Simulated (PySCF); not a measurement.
A PySCF script (with the pyscf-properties extension) for the NMR shieldings of SMILES CC#CCB(F)F, C4H5BF2, on a PBE0-D3(BJ)/def2-SVP geometry:

```python
import basis_set_exchange as bse
import numpy as np
from pyscf import gto, dft
from pyscf.prop import nmr

atoms = """
C     2.486743    0.795831    0.151148
C     1.189452    0.140045    0.173088
C     0.104600   -0.399132    0.190404
C    -1.216464   -1.003562    0.207452
B    -2.412603    0.001635    0.058607
F    -3.652457   -0.452706    0.068107
F    -2.257131    1.298784   -0.082304
H     2.912991    0.867301    1.164074
H     2.407047    1.818327   -0.250428
H     3.204136    0.243517   -0.475762
H    -1.325762   -1.752978   -0.599068
H    -1.384957   -1.575628    1.139140
"""
names = dict.fromkeys(["C", "B", "F", "H"], "pcSseg-2")
basis = {el: gto.basis.parse(bse.get_basis(n, elements=[el], fmt="nwchem")) for el, n in names.items()}
mol = gto.M(atom=atoms, basis=basis, charge=0, verbose=0)
mf = dft.RKS(mol, xc="GGA_XC_KT3")
mf.grids.level = 2
mf.grids.alignment = dft.numint.BLKSIZE   # the property module wants whole blocks of grid points
mf.conv_tol = 1e-9
mf.kernel()

calc = nmr.RKS(mf)   # GIAO
sigma = calc.kernel()   # uncoupled for a functional without exact exchange
for i, s in enumerate(sigma):   # ppm
    w = np.linalg.eigvalsh((s + s.T) / 2)
    print("%2d %-2s iso %8.1f  s11 %8.1f  s22 %8.1f  s33 %8.1f" % (i, mol.atom_pure_symbol(i), w.mean(), *w))
```

Q: Give the expected output.

A: 
```
 0 C  iso    175.3  s11    166.1  s22    166.4  s33    193.4
 1 C  iso    107.1  s11     23.4  s22     26.7  s33    271.2
 2 C  iso    112.1  s11     29.7  s22     35.4  s33    271.3
 3 C  iso    175.2  s11    163.2  s22    164.6  s33    197.7
 4 B  iso     73.8  s11     54.6  s22     78.6  s33     88.1
 5 F  iso    248.1  s11     81.6  s22    298.0  s33    364.8
 6 F  iso    239.3  s11     62.8  s22    284.7  s33    370.3
 7 H  iso     29.4  s11     24.6  s22     27.7  s33     36.0
 8 H  iso     29.3  s11     24.4  s22     27.9  s33     35.7
 9 H  iso     29.4  s11     24.6  s22     27.6  s33     36.1
10 H  iso     29.1  s11     23.8  s22     28.6  s33     34.9
11 H  iso     29.1  s11     23.8  s22     28.6  s33     34.9
```

These numbers come from an equivalent density-fitted implementation of the same equations, which agrees with the script to about 0.01 ppm for H and up to a few tenths of a ppm for heavy atoms, so last digits may differ.

Q: Turn these shieldings into chemical shifts. Referencing at the same level of theory: ¹³C (σ = 181.31 ppm) and ¹H (σ = 31.35 ppm) against TMS; ¹¹B (σ = 98.64 ppm) against BF3·OEt2; CFCl3 for ¹⁹F (σ = 146.91 ppm).

A: Averaging equivalent atoms: C 1: 74.2; C 2: 69.2; C 3: 6.1; C 0: 6.0; B 4: 24.9; F 5/6: -96.8; H 10/11: 2.24; H 7/8/9: 1.97 ppm. Unscaled 19F shifts against computed CFCl3 carry errors that often reach 10 to 50 ppm.

Size and cost of the density-fitted run: 322 basis functions, 53 s wall time on 1 thread of an Arm Neoverse V2, shared host; peak memory 1.1 GiB.
